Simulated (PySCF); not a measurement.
AlCl, SMILES [Cl][Al] (connectivity only; charge and spin as stated), charge +1, multiplicity 2. Atoms are numbered in the order given.

```xyz
2

Al     0.0000     0.0000    -1.1466
Cl     0.0000     0.0000     0.8768
```
Charge +1, spin multiplicity 2.

Geometry optimised at PBE0-D3(BJ)/def2-TZVPD. The spin state was assumed, not searched.

Calculation: PySCF with PBE/pcH-1.

Unrestricted Kohn–Sham, ⟨S²⟩ = 0.752. Hyperfine tensors hold the contact and dipolar terms, without spin-orbit corrections.

Problem. Estimate the hyperfine couplings. (Estimate from the structure and the level; the computed values follow.)

Solution. 
```tsv
nucleus	A(iso) (MHz)	A(iso) (G)	dipolar principal values (MHz)
27Al no. 1	2120.6	756.7	-38.5, -38.5, 77.1
35Cl no. 2	3.2	1.1	-39.5, -39.5, 79.0
```
